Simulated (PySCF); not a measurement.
BF₂, SMILES F[B-]F (connectivity only; charge and spin as stated), charge -1, multiplicity 1. Atoms are numbered in the order given.

```xyz
3

B      0.0000     0.0000    -0.6470
F      0.0000     1.1017     0.1797
F      0.0000    -1.1017     0.1797
```
Charge -1, spin multiplicity 1.

Geometry optimised at PBE0-D3(BJ)/def2-TZVPD.

Computed with PBE/def2-TZVPD run with PySCF.

 A positive occupied level means that this level leaves the electron formally unbound; only the finite basis holds it.

Computed frontier levels, gap, dipole moment and polarisability:
```
Property                                                          Result
------------------------------------------------  ----------------------
highest occupied level                                           1.42 eV
lowest empty level                                               3.97 eV
orbital gap                                                      2.55 eV
dipole moment about the centre of nuclear charge                  3.77 D
mean static polarisability                         71.3 bohr³ (10.56 Å³)
polarisability, principal values                  65.7, 68.7, 79.5 bohr³
```
